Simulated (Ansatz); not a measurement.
Basis-set series for `[BH2][Zn][SiH3]`. The species carries charge 0 and has multiplicity 1. Geometry: relaxed with PBE0-D4/def2-TZVP.

```xyz
8

B    -2.0556    1.5136   -0.1420
Zn   -0.3752    0.2758   -0.0234
Si    1.5515   -1.1419    0.1081
H    -2.1406    2.5486    0.4594
H    -3.0104    1.2449   -0.8175
H     2.0816   -1.5077   -1.2396
H     2.6828   -0.5039    0.8454
H     1.2660   -2.4294    0.8096
```

| functional | basis | functions | energy (Eh) | HOMO (eV) | LUMO (eV) |
| --- | --- | --- | --- | --- | --- |
| PBE0-D4 | def2-TZVPP | 207 | -2096.28664 | -6.70 | -2.63 |
| PBE0-D4 | def2-QZVPP | 377 | -2096.34082 | -6.70 | -2.64 |
| ωB97M-V | def2-TZVPP | 207 | -2096.54775 | -8.70 | -0.79 |
| ωB97M-V | def2-QZVPP | 377 | -2096.60006 | -8.70 | -0.85 |

**Question.** Give the rows for def2-SVP. (An estimate is asked.)

**Answer.** The calculation gave: 
```csv
functional,basis,functions,energy (Eh),HOMO (eV),LUMO (eV)
PBE0-D4,def2-SVP,88,-2095.90010,-6.63,-2.43
ωB97M-V,def2-SVP,88,-2096.15739,-8.59,-0.34
```

Scalar relativity is left out up to krypton.

Computed with Ansatz.
